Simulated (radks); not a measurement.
The gold ion Au3+, 76 electrons, occupied as [Xe] 4f14 5d8. All-electron calculation, non-relativistic Kohn-Sham, SCAN, spin-polarised, spherical densities, point nucleus; open shells are filled with parallel spins first (spin-orbit coupling, left out, can overturn this in heavy ions); meta-GGA in the generalised Kohn-Sham scheme; relativity is left out, which matters for an element this heavy. Program: a radial shooting solver on a logarithmic mesh with Libxc functionals. Some entries of the table are withheld. Estimate them.

orbital  occ.  eigenvalue (eV)  <r^2> (bohr^2)
1s up       1        -73192.31       0.0004908
1s down     1        -73192.30       0.0004908
2s up       1        -12266.90        0.007629
2s down     1        -12266.82        0.007630
2p up       3        -11789.91        0.005632
2p down     3        -11789.80        0.005632
3s up       1        -2910.619         0.04719
3s down     1        -2910.562         0.04718
3p up       3        -2684.101         0.04351
3p down     3        -2684.042         0.04351
3d up       5        -2263.000         0.03361
3d down     5        -2262.901         0.03361
4s up       1        -649.1634          0.2258
4s down     1        -649.0070          0.2258
4p up       3        -550.7786          0.2321
4p down     3        -550.6021          0.2321
4d up       5        -371.0330          0.2451
4d down     5        -370.8138          0.2450
4f up       7        -132.0678          0.2856
4f down     7        -131.7701          0.2845
5s up       1              (1)           1.174
5s down     1              (2)           1.167
5p up       3         -92.3518           1.380
5p down     3         -90.4427           1.375
5d up       5         -42.7497           2.272
5d down     3         -40.8839           2.308

Answer. 
(1) 5s up eigenvalue (eV): -123.7335
(2) 5s down eigenvalue (eV): -121.9200
